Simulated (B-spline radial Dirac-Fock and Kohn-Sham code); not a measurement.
# Compton profile of Cl

System: neutral chlorine, configuration [Ne] 3s1 3p6 (an excited configuration).

Calculated with a B-spline atomic structure program, using the impulse approximation on Dirac-Fock orbitals of the configuration average with a finite nucleus. pz is in atomic units of momentum; subshell profiles are per electron, for a selection of subshells; open shells are spread over both j values by their weights.

| pz | J total | J 1s1/2 | J 2p3/2 | J 3p3/2 |
| --- | --- | --- | --- | --- |
| 0 | 4.829 | 0.0517 | 0.112 | 0.490 |
| 0.1 | 4.813 | 0.0517 | 0.112 | 0.489 |
| 0.13 | 4.801 | 0.0517 | 0.112 | 0.489 |
| 0.18 | 4.771 | 0.0517 | 0.112 | 0.488 |
| 0.24 | 4.718 | 0.0517 | 0.112 | 0.485 |
| 0.31 | 4.624 | 0.0516 | 0.112 | 0.477 |
| 0.42 | 4.401 | 0.0516 | 0.112 | 0.455 |
| 0.56 | 3.994 | 0.0515 | 0.112 | 0.408 |
| 0.74 | 3.357 | 0.0514 | 0.112 | 0.326 |
| 0.99 | 2.506 | 0.0511 | 0.111 | 0.210 |
| 1.3 | 1.755 | 0.0507 | 0.110 | 0.106 |
| 1.8 | 1.166 | 0.0498 | 0.104 | 0.0291 |
| 2.3 | 0.9191 | 0.0487 | 0.0960 | 0.00845 |
| 3.1 | 0.6896 | 0.0464 | 0.0779 | 0.00432 |
| 4.1 | 0.4723 | 0.0429 | 0.0539 | 0.00401 |
| 5.5 | 0.2724 | 0.0373 | 0.0286 | 0.00243 |
| 7.3 | 0.1445 | 0.0298 | 0.0118 | 0.00100 |
| 9.8 | 0.07102 | 0.0206 | 0.00351 | 0.000289 |
| 13 | 0.03374 | 0.0120 | 0.000850 | 6.77e-05 |
| 17 | 0.01484 | 0.00592 | 0.000180 | 1.40e-05 |
| 23 | 0.004892 | 0.00209 | 2.59e-05 | 1.96e-06 |

J(0) = 4.829. The 3p3/2 subshell gives the largest part, 41 %.

Mean momentum ⟨p⟩ by subshell (a.u.): 1s1/2 14.1, 2s1/2 4.27, 2p1/2 5.73, 2p3/2 5.70, 3s1/2 1.42, 3p1/2 1.50, 3p3/2 1.49.
